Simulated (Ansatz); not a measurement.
**Molecular dynamics of FGaH4Si**

The input (input.yaml):

```yaml
crystal:
  periodic: [false, false, false]
  atoms:
    - { symbol: F, position_ang: [0.236725, -2.162773, 1.369294] }
    - { symbol: Ga, position_ang: [0.01946, -0.406197, 1.283429] }
    - { symbol: Si, position_ang: [-0.030268, 0.455778, -0.979519] }
    - { symbol: H, position_ang: [-0.099842, 0.227744, 2.718] }
    - { symbol: H, position_ang: [-1.201603, -0.119414, -1.705294] }
    - { symbol: H, position_ang: [-0.1427, 1.944194, -0.989819] }
    - { symbol: H, position_ang: [1.218238, 0.060658, -1.696101] }
basis:
  gaussian: { orbitals: def2-SVP }
hamiltonian:
  xc: b3lyp
md:
  timestep: 0.5
  n_steps: 150
  ensemble: nvt_langevin
  temperature: 200.0
  initial_velocities: maxwell_boltzmann
  seed: 201150
  friction: 0.05
scf:
  lower_state_search: "off"
```

Launched with:

```bash
$ ansatz run input.yaml --threads 1 --pin off --max-ram 2048MiB --backend cpu --events-out ev --progress --plain --runs-dir out
```

It starts from a relaxed structure.

Output, in part (one step line in 3, the closing report, with atoms numbered from 0):

```
md step     0: t =     0.00 fs  T =   171.4 K  F+E_penalty+E_count = -63029.12840518 eV  E_kin = 0.155112 eV  (13 SCF iters)
md step     3: t =     1.50 fs  T =   130.6 K  F+E_penalty+E_count = -63029.11119049 eV  E_kin = 0.118165 eV  (20 SCF iters)
md step     6: t =     3.00 fs  T =   112.8 K  F+E_penalty+E_count = -63029.08546725 eV  E_kin = 0.102079 eV  (13 SCF iters)
md step     9: t =     4.50 fs  T =    97.8 K  F+E_penalty+E_count = -63029.06901725 eV  E_kin = 0.088531 eV  (13 SCF iters)
md step    12: t =     6.00 fs  T =   112.9 K  F+E_penalty+E_count = -63029.05677546 eV  E_kin = 0.102158 eV  (14 SCF iters)
md step    15: t =     7.50 fs  T =   104.1 K  F+E_penalty+E_count = -63029.04897916 eV  E_kin = 0.094236 eV  (14 SCF iters)
md step    18: t =     9.00 fs  T =   107.1 K  F+E_penalty+E_count = -63029.04707159 eV  E_kin = 0.096871 eV  (13 SCF iters)
md step    21: t =    10.50 fs  T =    99.5 K  F+E_penalty+E_count = -63029.04609571 eV  E_kin = 0.090026 eV  (14 SCF iters)
md step    24: t =    12.00 fs  T =   119.0 K  F+E_penalty+E_count = -63029.05068591 eV  E_kin = 0.107641 eV  (14 SCF iters)
md step    27: t =    13.50 fs  T =   141.1 K  F+E_penalty+E_count = -63029.05722649 eV  E_kin = 0.127714 eV  (14 SCF iters)
md step    30: t =    15.00 fs  T =   227.7 K  F+E_penalty+E_count = -63029.07407395 eV  E_kin = 0.206017 eV  (20 SCF iters)
md step    33: t =    16.50 fs  T =   234.2 K  F+E_penalty+E_count = -63029.07717883 eV  E_kin = 0.211929 eV  (20 SCF iters)
md step    36: t =    18.00 fs  T =   160.4 K  F+E_penalty+E_count = -63029.06858208 eV  E_kin = 0.145154 eV  (14 SCF iters)
md step    39: t =    19.50 fs  T =   136.4 K  F+E_penalty+E_count = -63029.06391252 eV  E_kin = 0.123432 eV  (14 SCF iters)
md step    42: t =    21.00 fs  T =   150.8 K  F+E_penalty+E_count = -63029.05664703 eV  E_kin = 0.136471 eV  (13 SCF iters)
md step    45: t =    22.50 fs  T =   130.4 K  F+E_penalty+E_count = -63029.04088722 eV  E_kin = 0.117966 eV  (14 SCF iters)
md step    48: t =    24.00 fs  T =   142.4 K  F+E_penalty+E_count = -63029.01587892 eV  E_kin = 0.128881 eV  (20 SCF iters)
md step    51: t =    25.50 fs  T =   101.6 K  F+E_penalty+E_count = -63028.99128629 eV  E_kin = 0.091906 eV  (14 SCF iters)
md step    54: t =    27.00 fs  T =   112.7 K  F+E_penalty+E_count = -63028.99026385 eV  E_kin = 0.101937 eV  (14 SCF iters)
md step    57: t =    28.50 fs  T =    99.7 K  F+E_penalty+E_count = -63029.00308332 eV  E_kin = 0.090232 eV  (14 SCF iters)
md step    60: t =    30.00 fs  T =   130.2 K  F+E_penalty+E_count = -63029.02251539 eV  E_kin = 0.117774 eV  (13 SCF iters)
md step    63: t =    31.50 fs  T =   190.2 K  F+E_penalty+E_count = -63029.04364209 eV  E_kin = 0.172059 eV  (14 SCF iters)
md step    66: t =    33.00 fs  T =   191.1 K  F+E_penalty+E_count = -63029.05363578 eV  E_kin = 0.172944 eV  (14 SCF iters)
md step    69: t =    34.50 fs  T =   221.4 K  F+E_penalty+E_count = -63029.05701246 eV  E_kin = 0.200348 eV  (14 SCF iters)
md step    72: t =    36.00 fs  T =   220.0 K  F+E_penalty+E_count = -63029.05501216 eV  E_kin = 0.199040 eV  (14 SCF iters)
md step    75: t =    37.50 fs  T =   229.7 K  F+E_penalty+E_count = -63029.05448109 eV  E_kin = 0.207861 eV  (14 SCF iters)
md step    78: t =    39.00 fs  T =   176.8 K  F+E_penalty+E_count = -63029.05153650 eV  E_kin = 0.159992 eV  (13 SCF iters)
md step    81: t =    40.50 fs  T =   127.8 K  F+E_penalty+E_count = -63029.03575574 eV  E_kin = 0.115640 eV  (14 SCF iters)
md step    84: t =    42.00 fs  T =   156.5 K  F+E_penalty+E_count = -63029.01967923 eV  E_kin = 0.141606 eV  (13 SCF iters)
md step    87: t =    43.50 fs  T =   151.6 K  F+E_penalty+E_count = -63029.00715970 eV  E_kin = 0.137131 eV  (14 SCF iters)
md step    90: t =    45.00 fs  T =   146.8 K  F+E_penalty+E_count = -63029.01238408 eV  E_kin = 0.132864 eV  (14 SCF iters)
md step    93: t =    46.50 fs  T =   200.9 K  F+E_penalty+E_count = -63029.02012116 eV  E_kin = 0.181750 eV  (14 SCF iters)
md step    96: t =    48.00 fs  T =   185.4 K  F+E_penalty+E_count = -63029.01502020 eV  E_kin = 0.167745 eV  (14 SCF iters)
md step    99: t =    49.50 fs  T =   207.0 K  F+E_penalty+E_count = -63029.00933396 eV  E_kin = 0.187291 eV  (13 SCF iters)
md step   102: t =    51.00 fs  T =   250.1 K  F+E_penalty+E_count = -63029.01588592 eV  E_kin = 0.226290 eV  (14 SCF iters)
md step   105: t =    52.50 fs  T =   211.5 K  F+E_penalty+E_count = -63029.03488588 eV  E_kin = 0.191362 eV  (20 SCF iters)
md step   108: t =    54.00 fs  T =   187.9 K  F+E_penalty+E_count = -63029.04543728 eV  E_kin = 0.169978 eV  (20 SCF iters)
md step   111: t =    55.50 fs  T =   175.7 K  F+E_penalty+E_count = -63029.04728524 eV  E_kin = 0.158936 eV  (13 SCF iters)
md step   114: t =    57.00 fs  T =   196.6 K  F+E_penalty+E_count = -63029.04921768 eV  E_kin = 0.177868 eV  (14 SCF iters)
md step   117: t =    58.50 fs  T =   156.2 K  F+E_penalty+E_count = -63029.04663474 eV  E_kin = 0.141370 eV  (14 SCF iters)
md step   120: t =    60.00 fs  T =   203.0 K  F+E_penalty+E_count = -63029.05557113 eV  E_kin = 0.183688 eV  (14 SCF iters)
md step   123: t =    61.50 fs  T =   202.0 K  F+E_penalty+E_count = -63029.07532590 eV  E_kin = 0.182765 eV  (13 SCF iters)
md step   126: t =    63.00 fs  T =   216.3 K  F+E_penalty+E_count = -63029.08019284 eV  E_kin = 0.195706 eV  (20 SCF iters)
md step   129: t =    64.50 fs  T =   211.9 K  F+E_penalty+E_count = -63029.05999849 eV  E_kin = 0.191749 eV  (14 SCF iters)
md step   132: t =    66.00 fs  T =   182.8 K  F+E_penalty+E_count = -63029.03690307 eV  E_kin = 0.165446 eV  (14 SCF iters)
md step   135: t =    67.50 fs  T =   151.3 K  F+E_penalty+E_count = -63029.03973485 eV  E_kin = 0.136903 eV  (13 SCF iters)
md step   138: t =    69.00 fs  T =   168.3 K  F+E_penalty+E_count = -63029.06295935 eV  E_kin = 0.152244 eV  (14 SCF iters)
md step   141: t =    70.50 fs  T =   188.5 K  F+E_penalty+E_count = -63029.06953674 eV  E_kin = 0.170585 eV  (20 SCF iters)
md step   144: t =    72.00 fs  T =   159.4 K  F+E_penalty+E_count = -63029.05042966 eV  E_kin = 0.144235 eV  (13 SCF iters)
md step   147: t =    73.50 fs  T =   142.3 K  F+E_penalty+E_count = -63029.03086994 eV  E_kin = 0.128787 eV  (14 SCF iters)
md step   150: t =    75.00 fs  T =   158.1 K  F+E_penalty+E_count = -63029.02930833 eV  E_kin = 0.143086 eV  (13 SCF iters)
Total energy: -63029.02956009 eV, -2316.2741137226 hartree
Atom 0 at     0.191487    -2.129467     1.394320 Å, force     0.136978    -0.173823    -0.069416 eV/Å
Atom 1 at     0.150386    -0.375284     1.230569 Å, force    -0.449606     0.263987     0.697708 eV/Å
Atom 2 at    -0.028790     0.543891    -0.962634 Å, force    -0.322396    -0.120445    -1.259684 eV/Å
Atom 3 at    -0.071893     0.311828     2.660194 Å, force     0.217766    -0.136497    -0.297907 eV/Å
Atom 4 at    -1.016396    -0.291382    -1.819723 Å, force     0.681705     0.324639     0.501703 eV/Å
Atom 5 at    -0.628985     1.913267    -0.955032 Å, force     0.048485     0.017737     0.220412 eV/Å
Atom 6 at     1.295629     0.679567    -1.689289 Å, force    -0.312932    -0.175598     0.207183 eV/Å
Dipole moment:     0.073851     0.403517    -0.099331 e Å
```

All steps were run. A run of 0.075 ps of so small a system gives no equilibrium averages.

The same pairs are bonded in the first frame and the last. Pairs count as bonded within 1.25 times the sum of covalent radii (0.12 Å more for H–H).

Last frame:

```xyz
7
Properties=species:S:1:pos:R:3
F 0.192 -2.130 1.394
Ga 0.150 -0.375 1.231
Si -0.029 0.544 -0.963
H -0.072 0.312 2.660
H -1.016 -0.291 -1.820
H -0.629 1.913 -0.955
H 1.296 0.680 -1.689
```

Time of the run: 3.5 min on 1 thread of Intel(R) Xeon(R) 6975P-C (Granite Rapids), with other jobs on the host, peak memory 0.17 GiB.
